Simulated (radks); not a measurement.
Task: Se+, 33 electrons, occupied as [Ar] 3d10 4s2 4p3. All-electron calculation, Dirac Kohn-Sham, PBE, spin-unpolarised, spherical densities, point nucleus; open shells are shared between the two j in proportion to 2j + 1; speed of light set to 274.072 atomic units (2 times the physical value, a model run). Program: a radial shooting solver on a logarithmic mesh with Libxc functionals. Some entries of the table are withheld. Estimate them.

| orbital | occ. | eigenvalue (eV) | <1/r> (bohr^-1) | <r> (bohr) |
|---|---|---|---|---|
| 1s1/2 | 2 | -12360.65 | 33.76 | 0.04477 |
| 2s1/2 | 2 | -1583.248 | 7.472 | 0.1989 |
| 2p1/2 | 2 | -1422.426 | 7.446 | 0.1717 |
| 2p3/2 | 4 | -1412.265 | 7.389 | 0.1727 |
| 3s1/2 | 2 | -218.4251 | 2.444 | 0.5822 |
| 3p1/2 | 2 | -163.2013 | (1) | 0.5912 |
| 3p3/2 | 4 | -161.7797 | (2) | 0.5938 |
| 3d3/2 | 4 | (3) | (4) | 0.6272 |
| 3d5/2 | 6 | (5) | (6) | 0.6283 |
| 4s1/2 | 2 | -26.3813 | 0.7463 | 1.767 |
| 4p1/2 | 1 | (7) | (8) | 2.119 |
| 4p3/2 | 2 | (9) | (10) | 2.128 |

Result: 
(1) 3p1/2 <1/r> (bohr^-1): 2.327
(2) 3p3/2 <1/r> (bohr^-1): 2.313
(3) 3d3/2 eigenvalue (eV): -64.7306
(4) 3d3/2 <1/r> (bohr^-1): 2.039
(5) 3d5/2 eigenvalue (eV): -64.5052
(6) 3d5/2 <1/r> (bohr^-1): 2.035
(7) 4p1/2 eigenvalue (eV): -15.4909
(8) 4p1/2 <1/r> (bohr^-1): 0.6160
(9) 4p3/2 eigenvalue (eV): -15.3832
(10) 4p3/2 <1/r> (bohr^-1): 0.6131
